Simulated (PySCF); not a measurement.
C4H3BrF2.
Cartesian coordinates in Å at the PBE0-D3(BJ)/def2-SVP level; atoms count from 1:
```
atom  x, y, z in Å
C1    -1.8039    0.5780    0.1709
C2    -0.7430   -0.2110   -0.0105
F3    -0.8900   -1.5089   -0.2515
C4     0.6431    0.2505    0.0337
F5     0.7337    1.5560    0.3091
C6     1.7966   -0.4077   -0.1536
Br7    2.0307   -2.2073   -0.5551
H8    -2.8088    0.1573    0.1226
H9    -1.6674    1.6397    0.3662
H10    2.7241    0.1614   -0.0675
```

Level of theory: PBE0-D3(BJ)/def2-SVP geometry optimisation, gas phase (PySCF).

Masses are those of the commonest isotopes; rigid-rotor values at the optimised geometry. The values belong to one conformer with, in the numbering `[CH2:1]=[C:2]([F:3])/[C:4]([F:5])=[CH:6]\[Br:7]`, C1–C2–C4–F5 1°.

(1) What are A, B and C (MHz)?

(2) What kind of rotor is it?

(3) Is it planar, by Δ = Ic − Ia − Ib?

(4) List the rotational levels J(Ka,Kc) to J = 4 (cm⁻¹).

(5) Which types of transition are allowed, and where do some lines up to J = 4 fall?

## Answers

(1) Ia = 145.65, Ib = 502.90, Ic = 648.48 u·Å²; 505379 MHz·u·Å²/I gives A = 3470, B = 1005, C = 779.3 MHz.

(2) An asymmetric top: κ = (2 × 1005 − 3470 − 779.3)/(3470 − 779.3) = -0.83.

(3) Not planar: Δ = Ic − Ia − Ib = -0.06 u·Å². For a rigid frame Δ = −2 Σ m c², so Σ m c² = 0.03 u·Å² lies off the ab plane: 0.00 from hydrogen and 0.03 from heavier atoms. The atom farthest from that plane is 0.05 Å away.

(4) Above 0(0,0):
J = 1: 1(0,1) 0.0595, 1(1,1) 0.1417, 1(1,0) 0.1493
J = 2: 2(0,2) 0.1781, 2(1,2) 0.2532, 2(1,1) 0.2758, 2(2,1) 0.5225, 2(2,0) 0.5230
J = 3: 3(0,3) 0.3546, 3(1,3) 0.4202, 3(1,2) 0.4653, 3(2,2) 0.7010, 3(2,1) 0.7035, 3(3,1) 1.1313, 3(3,0) 1.1313
J = 4: 4(0,4) 0.5879, 4(1,4) 0.6423, 4(1,3) 0.7174, 4(2,3) 0.9387, 4(2,2) 0.9460, 4(3,2) 1.3703, 4(3,1) 1.3704, 4(4,1) 1.9713, 4(4,0) 1.9713
The levels of one J sum to (2J + 1)J(J + 1)(A + B + C)/3.

(5) The dipole components are |μa| = 0.79 D, |μb| = 0.40 D, |μc| = 0.03 D. The squared components, which scale the intensities, stand as 1.00 : 0.25 : 0.00 (a : b : c). Some lines, for components of 0.1 D or more:

| type | branch | J(Ka,Kc) | MHz | lower level (cm⁻¹) |
| --- | --- | --- | --- | --- |
| b | R | 4(1,3) ← 3(2,2) | 491 | 0.701 |
| b | Q | 2(1,1) ← 2(0,2) | 2931 | 0.178 |
| a | R | 2(1,2) ← 1(1,1) | 3343 | 0.142 |
| a | R | 2(1,1) ← 1(1,0) | 3794 | 0.149 |
| b | R | 4(0,4) ← 3(1,3) | 5027 | 0.420 |
| a | R | 3(2,2) ← 2(2,1) | 5353 | 0.522 |
| a | R | 3(1,2) ← 2(1,1) | 5682 | 0.276 |
| b | Q | 4(2,2) ← 4(1,3) | 6852 | 0.717 |
| a | R | 4(0,4) ← 3(0,3) | 6993 | 0.355 |
| a | R | 4(2,3) ← 3(2,2) | 7126 | 0.701 |
| b | Q | 3(2,1) ← 3(1,2) | 7140 | 0.465 |
| a | R | 4(2,2) ← 3(2,1) | 7270 | 0.703 |
| b | R | 4(1,4) ← 3(0,3) | 8624 | 0.355 |
| b | R | 2(2,1) ← 1(1,0) | 11189 | 0.149 |
| b | Q | 4(3,2) ← 4(2,3) | 12937 | 0.939 |
| b | R | 4(2,2) ← 3(1,3) | 15762 | 0.420 |
| b | R | 4(3,1) ← 3(2,2) | 20067 | 0.701 |
| b | R | 4(4,1) ← 3(3,0) | 25183 | 1.131 |

Stationary, but not proved a minimum. Constants of a rigid frame at the computed geometry: no zero-point averaging, no centrifugal distortion. Quadrupole hyperfine structure (79Br) is left out.

On one thread, Intel Xeon Platinum 8259CL at 2.50 GHz (x86_64) (shared host), this took 78 s wall and 0.59 GiB of memory at its peak. That covers the optimisation of the geometry.
